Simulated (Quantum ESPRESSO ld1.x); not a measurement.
Values are calculated unless marked as measured or tabulated.
One sound ld1.x (Quantum ESPRESSO 7.5) input for the platinum ion Pt3+ gives E = -18400.955 hartree in 34 iterations:

```
 &input
    zed=78.0,
    iswitch=1,
    rel=1,
    dft='PZ',
    config='[Xe] 4f14 5d7',
    verbosity='high',
    prefix='ld1',
    max_out_wfc=37,
    file_charge='ld1.rho',
 /
```

Changed or added lines, one case at a time, and what came of them:

- ecut=1: refused. The program stops in ld1_readin with "reading input namelist": the namelist holds a keyword that &input does not know.
- config='[Pd] 4f14 5d7': refused. The program stops in el_config with "wrong core: Pd": the cores known are He, Ne, Ar, Kr, Xe, Hg and Rn.
- tr2=1e-3: inaccurate. The cycle stops early, after 7 iterations, and the energy is off by -0.5028 hartree against the sound run.
- config='[Xe] 4f14 5d7 6p3': ran as typed. The string holds 78 electrons for Z = 78, so the species has charge 0 and is not the one meant. The run is valid for that other species.
- xmin=-3.0: silently wrong. The mesh starts too far from the nucleus; the run ends without a warning, but the energy is off by +43.97 hartree against the default mesh.
- rmax=6.0: harmless. The energy moves by +4.7e-05 hartree against the default mesh (-18400.955 hartree).
- isic=1 latt=1: refused. The program stops in ld1_readin with "isic and latter correction not allowed": the two corrections exclude each other.
